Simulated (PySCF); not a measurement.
Compound: C₄H₅ClFSi (doublet state).
Z-matrix (Å and degrees, GFN2-xTB geometry), rows numbered from 1:
```
F 
C   1  1.3070
C   2  1.3232  1  146.43
C   2  1.4150  1  146.73  3  -178.09
Si  4  1.8437  2  143.91  3  -132.41
C   5  1.9128  4  103.73  2   -67.52
Cl  6  1.7845  5  108.65  4  -176.15
H   3  1.0598  2  151.69  4   175.82
H   5  1.4619  4  106.83  2   176.36
H   5  1.4707  4  118.96  2    50.92
H   6  1.0870  5  112.86  4   -58.29
H   6  1.0873  5  113.59  4    65.68
```

The hyperfine couplings belong to this conformer and change with its torsions.

The species is `FC1=C[C]1[SiH2]CCl` [radical].

The calculation used UKS B3LYP, pcH-1 on C Cl F H Si, non-relativistic, mean-field spin-orbit, GIAO (PySCF). Geometry: GFN2-xTB, one conformer, isolated molecule. The geometry wasn't refined by DFT: couplings that depend on bond lengths, twists or pyramidal angles can differ widely from those at the functional's own minimum. No stability test was run, so a lower SCF solution isn't excluded.

Question: Give the principal g shifts and their parts.

Answer: 
| Δg (ppm) | 1 | 2 | 3 |
| --- | --- | --- | --- |
| relativistic mass correction | -139 | -139 | -139 |
| gauge correction | -6 | 26 | 13 |
| orbital Zeeman/spin–orbit | -106 | 230 | 1105 |
| total | -251 | 117 | 978 |

So g = 2.00207, 2.00244, 2.00330 and g_iso = 2.00260; the tensor is rhombic: the two nearest values differ by 30 % of g3 − g1. 

Question: At 9.568 GHz, how far is the centre of the isotropic spectrum from where a free electron (g = 2.002319) resonates?

Answer: B = hν/(g μB) with μB/h = 13.99624 MHz/mT gives 341.41 mT for the free electron and 341.36 mT at g_iso, 0.05 mT lower.

Question: How much does each term add to the isotropic shift?

Answer: The orbital-Zeeman/spin–orbit term 410, the mass correction -139 and the gauge correction 11 ppm, for a total of 281 ppm. The orbital-Zeeman/spin–orbit term is the largest in size. The mass correction is the same along every axis, so the anisotropy comes from the other two: their spans along these axes are 32 (gauge) and 1211 ppm (orbital Zeeman/spin–orbit).

Question: In a frozen sample, at which fields do the three g values resonate at 9.5, 34, 94 and 263 GHz (hyperfine left aside), and which band first spreads them over more than twice a line width of 0.5 mT?

Answer: 
| band | GHz | B(g3) mT | B(g2) mT | B(g1) mT | spread mT |
| --- | --- | --- | --- | --- | --- |
| X | 9.5 | 338.82 | 338.96 | 339.03 | 0.21 |
| Q | 34.0 | 1212.61 | 1213.13 | 1213.36 | 0.74 |
| W | 94.0 | 3352.52 | 3353.96 | 3354.58 | 2.06 |
| J | 263.0 | 9379.91 | 9383.95 | 9385.67 | 5.76 |

The spread grows in proportion to the frequency. W band is the first where it exceeds 1.0 mT.

The Mulliken spin populations are largest on C4 (+0.69), C3 (+0.35) and C2 (-0.10). The positive populations add up to 1.12 and the negative ones to -0.12, together 2S = 1. The angles at C4 add up to 340.6°, so it is pyramidal.

The HOMO–LUMO gaps are 3.97 eV among the α and 5.88 eV among the β orbitals.
